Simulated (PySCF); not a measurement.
PySCF job for C₂H₅O₂, SMILES [O]CCO, multiplicity 2, TDA-PBE/def2-SVPD. Geometry optimised at ωB97X-D3(BJ)/def2-SVP. The isomer is the one that the SMILES or the coordinates give; other isomers of the formula were not compared. Other conformers were not sampled.

```python
import numpy as np
from pyscf import gto, scf, dft, tdscf

mol = gto.M(
    atom='''
    O     1.40310666    0.03853296    0.73906940
    C     0.81507797   -0.34047559   -0.42133754
    C    -0.71951610   -0.45176234   -0.19453081
    O    -1.33349383    0.76435391    0.10876834
    H     0.98366731    0.37806086   -1.25517875
    H     1.14374116   -1.35351555   -0.74100074
    H    -0.89686338   -1.12818828    0.65485295
    H    -1.13603400   -0.92669511   -1.10518461
    H    -1.22478496    1.36067061   -0.64098058
    ''',
    basis='def2-SVPD',
    charge=0,
    spin=1,
    max_memory=1600,
    verbose=4,
)
mf = dft.UKS(mol, xc='pbe').density_fit(auxbasis='def2-universal-jkfit')
mf.grids.level = 3
mf.conv_tol = 1e-9
mf.max_cycle = 100
mf.kernel()
fine, coarse = mf.grids, dft.Grids(mol).set(level=1).build(with_non0tab=True)
for _ in range(3):  # follow internal instabilities
    mf.grids = coarse
    mo, _, stable, _ = mf.stability(return_status=True, nroots=4)
    mf.grids = fine
    if stable:
        break
    mf.kernel(mf.make_rdm1(mo, mf.mo_occ))
mf.grids = dft.Grids(mol).set(level=1).build(with_non0tab=True)  # coarser grid for the response kernel
td = tdscf.TDA(mf)
td.nstates = 10
td.conv_tol = 1e-4
td.positive_eig_threshold = 1e-6
td.kernel(x0=td.get_init_guess(mf, 15))
td.analyze()
```

It prints:

```
PySCF version 2.14.0

[INPUT] verbose = 4
[INPUT] num. atoms = 9
[INPUT] num. electrons = 33
[INPUT] charge = 0
[INPUT] spin (= nelec alpha-beta = 2S) = 1
[INPUT] symmetry False subgroup None
[INPUT] Mole.unit = angstrom
[INPUT] Symbol           X                Y                Z      unit          X                Y                Z       unit  Magmom
[INPUT]  1 O      1.403106660000   0.038532960000   0.739069400000 AA    2.651487310953   0.072816741169   1.396638753047 Bohr   0.0
[INPUT]  2 C      0.815077970000  -0.340475590000  -0.421337540000 AA    1.540274133466  -0.643405617200  -0.796212556598 Bohr   0.0
[INPUT]  3 C     -0.719516100000  -0.451762340000  -0.194530810000 AA   -1.359688371215  -0.853707095993  -0.367609953690 Bohr   0.0
[INPUT]  4 O     -1.333493830000   0.764353910000   0.108768340000 AA   -2.519938127497   1.444419552140   0.205542373624 Bohr   0.0
[INPUT]  5 H      0.983667310000   0.378060860000  -1.255178750000 AA    1.858861813588   0.714431483818  -2.371944074874 Bohr   0.0
[INPUT]  6 H      1.143741160000  -1.353515550000  -0.741000740000 AA    2.161357549792  -2.557773694840  -1.400288456700 Bohr   0.0
[INPUT]  7 H     -0.896863380000  -1.128188280000   0.654852950000 AA   -1.694826159352  -2.131966866144   1.237492727363 Bohr   0.0
[INPUT]  8 H     -1.136034000000  -0.926695110000  -1.105184610000 AA   -2.146793128194  -1.751199958874  -2.088496229984 Bohr   0.0
[INPUT]  9 H     -1.224784960000   1.360670610000  -0.640980580000 AA   -2.314508135886   2.571294798645  -1.211277747365 Bohr   0.0

nuclear repulsion = 123.894956446561
number of shells = 54
number of NR pGTOs = 176
number of NR cGTOs = 126
basis = def2-SVPD
ecp = {}


[settings echo left out]
init E= -229.380994590773
  alpha nocc = 17  HOMO = -0.308272394057822  LUMO = -0.0264243790769463
  beta  nocc = 16  HOMO = -0.320637295412013  LUMO = -0.308272394057823

WARN: HOMO -0.308272394057822 >= LUMO -0.308272394057823

cycle= 1 E= -229.003830040584  delta_E= 0.377  |g|= 0.599  |ddm|= 2.45
  alpha nocc = 17  HOMO = -0.0250398074633718  LUMO = 0.00212041496494431
  beta  nocc = 16  HOMO = -0.0446162131745784  LUMO = -0.0168000774924568
  HOMO = -0.0250398074634  LUMO = -0.0168000774925  gap/eV = 0.22421
cycle= 2 E= -227.03395129105  delta_E= 1.97  |g|= 1.97  |ddm|= 9.11
  alpha nocc = 17  HOMO = -0.226515193266035  LUMO = -0.0125779538744921
  beta  nocc = 16  HOMO = -0.232272961115092  LUMO = -0.207904510420174
  HOMO = -0.226515193266  LUMO = -0.20790451042  gap/eV = 0.50642
cycle= 3 E= -228.960036927739  delta_E= -1.93  |g|= 0.622  |ddm|= 9.05
  alpha nocc = 17  HOMO = -0.192736243237061  LUMO = -0.0316111582418706
  beta  nocc = 16  HOMO = -0.177034378795805  LUMO = -0.173091537713915
  HOMO = -0.177034378796  LUMO = -0.173091537714  gap/eV = 0.10729
cycle= 4 E= -229.1170020665  delta_E= -0.157  |g|= 0.324  |ddm|= 0.965
  alpha nocc = 17  HOMO = -0.209174483348485  LUMO = -0.0228178227689582
  beta  nocc = 16  HOMO = -0.193144981527023  LUMO = -0.180741574174413
  HOMO = -0.193144981527  LUMO = -0.180741574174  gap/eV = 0.33751
cycle= 5 E= -229.159425789722  delta_E= -0.0424  |g|= 0.102  |ddm|= 0.346
  alpha nocc = 17  HOMO = -0.227689136432169  LUMO = -0.0188715914430468
  beta  nocc = 16  HOMO = -0.212473578238923  LUMO = -0.195255129644421
  HOMO = -0.212473578239  LUMO = -0.195255129644  gap/eV = 0.46854
cycle= 6 E= -229.164589376883  delta_E= -0.00516  |g|= 0.0422  |ddm|= 0.173
  alpha nocc = 17  HOMO = -0.227014675377438  LUMO = -0.0167162501012772
  beta  nocc = 16  HOMO = -0.212303188616266  LUMO = -0.192069876671862
  HOMO = -0.212303188616  LUMO = -0.192069876672  gap/eV = 0.55058
cycle= 7 E= -229.165466360271  delta_E= -0.000877  |g|= 0.015  |ddm|= 0.0842
  alpha nocc = 17  HOMO = -0.228814847295109  LUMO = -0.0175825610736711
  beta  nocc = 16  HOMO = -0.213563218372726  LUMO = -0.193450719323716
  HOMO = -0.213563218373  LUMO = -0.193450719324  gap/eV = 0.54729
cycle= 8 E= -229.165619932789  delta_E= -0.000154  |g|= 0.00513  |ddm|= 0.0347
  alpha nocc = 17  HOMO = -0.228756390422781  LUMO = -0.0174899498750456
  beta  nocc = 16  HOMO = -0.21317207555718  LUMO = -0.192737085852332
  HOMO = -0.213172075557  LUMO = -0.192737085852  gap/eV = 0.55606
cycle= 9 E= -229.165675225511  delta_E= -5.53e-05  |g|= 0.00338  |ddm|= 0.0359
  alpha nocc = 17  HOMO = -0.228990749836105  LUMO = -0.0174400042407097
  beta  nocc = 16  HOMO = -0.213334804963469  LUMO = -0.192621322214673
  HOMO = -0.213334804963  LUMO = -0.192621322215  gap/eV = 0.56364
cycle= 10 E= -229.165728181231  delta_E= -5.3e-05  |g|= 0.00232  |ddm|= 0.0553
  alpha nocc = 17  HOMO = -0.229205360832188  LUMO = -0.01751789961253
  beta  nocc = 16  HOMO = -0.213601055157095  LUMO = -0.192720139559119
  HOMO = -0.213601055157  LUMO = -0.192720139559  gap/eV = 0.56820
cycle= 11 E= -229.165745482  delta_E= -1.73e-05  |g|= 0.00201  |ddm|= 0.0358
  alpha nocc = 17  HOMO = -0.229021920622242  LUMO = -0.0175852933585898
  beta  nocc = 16  HOMO = -0.213304452333083  LUMO = -0.192553486302845
  HOMO = -0.213304452333  LUMO = -0.192553486303  gap/eV = 0.56466
cycle= 12 E= -229.165751610745  delta_E= -6.13e-06  |g|= 0.000668  |ddm|= 0.0198
  alpha nocc = 17  HOMO = -0.229019501396767  LUMO = -0.0176152693486826
  beta  nocc = 16  HOMO = -0.213181302067088  LUMO = -0.192517351603589
  HOMO = -0.213181302067  LUMO = -0.192517351604  gap/eV = 0.56229
cycle= 13 E= -229.165752453679  delta_E= -8.43e-07  |g|= 0.000289  |ddm|= 0.00774
  alpha nocc = 17  HOMO = -0.229016785151178  LUMO = -0.0176387033563423
  beta  nocc = 16  HOMO = -0.21314691406782  LUMO = -0.192522054822766
  HOMO = -0.213146914068  LUMO = -0.192522054823  gap/eV = 0.56123
cycle= 14 E= -229.165752617987  delta_E= -1.64e-07  |g|= 0.000177  |ddm|= 0.00447
  alpha nocc = 17  HOMO = -0.229001410002431  LUMO = -0.0176312657908158
  beta  nocc = 16  HOMO = -0.213152368564762  LUMO = -0.19251176453015
  HOMO = -0.213152368565  LUMO = -0.19251176453  gap/eV = 0.56166
cycle= 15 E= -229.165752637077  delta_E= -1.91e-08  |g|= 3.21e-05  |ddm|= 0.00117
  alpha nocc = 17  HOMO = -0.229022887560759  LUMO = -0.0176307095854513
  beta  nocc = 16  HOMO = -0.213152915810726  LUMO = -0.19251977093497
  HOMO = -0.213152915811  LUMO = -0.192519770935  gap/eV = 0.56146
cycle= 16 E= -229.165752636871  delta_E= 2.06e-10  |g|= 3.47e-05  |ddm|= 0.000182
  alpha nocc = 17  HOMO = -0.229017553973006  LUMO = -0.0176319547567045
  beta  nocc = 16  HOMO = -0.213146918202125  LUMO = -0.192516528769373
  HOMO = -0.213146918202  LUMO = -0.192516528769  gap/eV = 0.56138
cycle= 17 E= -229.165752637648  delta_E= -7.77e-10  |g|= 4e-06  |ddm|= 0.000183
  alpha nocc = 17  HOMO = -0.229014790226856  LUMO = -0.0176322776216393
  beta  nocc = 16  HOMO = -0.213145589942908  LUMO = -0.192514877655805
  HOMO = -0.213145589943  LUMO = -0.192514877656  gap/eV = 0.56139
Extra cycle  E= -229.165752637639  delta_E= 8.58e-12  |g|= 6.25e-06  |ddm|= 1.7e-05
converged SCF energy = -229.165752637639  <S^2> = 0.75244465  2S+1 = 2.0024432
tot grids = 33080
uhf_internal: lowest eigs of H = [0.48444336 0.48629612 0.49316679 0.4983265 ]
<class 'pyscf.df.df_jk.DFUKS'> wavefunction is stable in the internal stability analysis
tot grids = 33080
Overwritten attributes  positive_eig_threshold  of <class 'pyscf.tdscf.uks.TDA'>


******** <class 'pyscf.tdscf.uks.TDA'> for <class 'pyscf.df.df_jk.DFUKS'> ********
nstates = 10
deg_eia_thresh = 1.000e-03
wfnsym = None
conv_tol = 0.0001
eigh lindep = 1e-12
eigh level_shift = 0
eigh max_cycle = 100


Excitation energies (eV)
[0.40078656 2.45180984 3.55408636 4.58114983 5.03033766 5.30192578
 5.70244618 6.18145546 6.20666716 6.58875223]

** Excitation energies and oscillator strengths **
Excited State   1:      0.40079 eV   3093.52 nm  f=0.0002
      16b ->   17b      0.99883
Excited State   2:      2.45181 eV    505.68 nm  f=0.0365
      14b ->   17b     -0.23590
      15b ->   17b     -0.96000
Excited State   3:      3.55409 eV    348.85 nm  f=0.0251
      14b ->   17b      0.96542
      15b ->   17b     -0.21592
Excited State   4:      4.58115 eV    270.64 nm  f=0.0006
      13b ->   17b     -0.99700
Excited State   5:      5.03034 eV    246.47 nm  f=0.0005
      12b ->   17b      0.99596
Excited State   6:      5.30193 eV    233.85 nm  f=0.0054
      17a ->   18a     -0.11852
      16b ->   18b      0.99114
Excited State   7:      5.70245 eV    217.42 nm  f=0.0091
      17a ->   18a     -0.98946
      16b ->   18b     -0.11875
Excited State   8:      6.18146 eV    200.57 nm  f=0.0007
      16a ->   18a     -0.75697
      15b ->   18b      0.14128
      16b ->   19b      0.62685
Excited State   9:      6.20667 eV    199.76 nm  f=0.0044
      16a ->   18a     -0.61701
      15b ->   18b      0.10568
      16b ->   19b     -0.76978
Excited State  10:      6.58875 eV    188.18 nm  f=0.0032
      17a ->   19a      0.97436
      16b ->   19b      0.10362
      16b ->   20b      0.17862

** Transition electric dipole moments (AU) **
state          X           Y           Z        Dip. S.      Osc.
  1        -0.0681      0.1099     -0.0296      0.0176      0.0002
  2        -0.7456      0.0871     -0.2104      0.6078      0.0365
  3        -0.5063      0.0841     -0.1574      0.2882      0.0251
  4        -0.0439      0.0465      0.0298      0.0050      0.0006
  5         0.0262     -0.0173      0.0529      0.0038      0.0005
  6         0.1334     -0.1169      0.1000      0.0415      0.0054
  7        -0.1604      0.1512     -0.1279      0.0649      0.0091
  8        -0.0599     -0.0222      0.0215      0.0045      0.0007
  9         0.0073      0.0802      0.1509      0.0293      0.0044
 10        -0.0464     -0.0462     -0.1235      0.0195      0.0032

** Transition velocity dipole moments (imaginary part, AU) **
state          X           Y           Z        Dip. S.      Osc.
  1         0.0105     -0.0159      0.0059      0.0004      0.0180
  2         0.0587     -0.0003      0.0371      0.0048      0.0356
  3         0.0262      0.0023      0.0318      0.0017      0.0087
  4         0.0103     -0.0069     -0.0127      0.0003      0.0012
  5         0.0041      0.0097     -0.0151      0.0003      0.0012
  6         0.0081     -0.0135      0.0087      0.0003      0.0011
  7        -0.0124      0.0196     -0.0119      0.0007      0.0022
  8        -0.0142     -0.0056      0.0012      0.0002      0.0007
  9        -0.0097      0.0153      0.0202      0.0007      0.0022
 10        -0.0009     -0.0136     -0.0219      0.0007      0.0018

** Transition magnetic dipole moments (imaginary part, AU) **
state          X           Y           Z
  1         0.3486      0.1862      0.8030
  2        -0.0220     -0.3373      0.1705
  3         0.0165      0.2890      0.0420
  4        -0.0620      0.7148     -0.2027
  5        -0.0221      0.1502     -0.1008
  6         0.2279      0.1501      0.0373
  7        -0.2824     -0.2006     -0.0097
  8         0.1338     -0.1240     -0.0881
  9        -0.0395      0.0634     -0.2375
 10         0.0980     -0.1584      0.1400
```

Self-consistency was reached.

Cost: about 3.0 core-minutes (a rough figure).
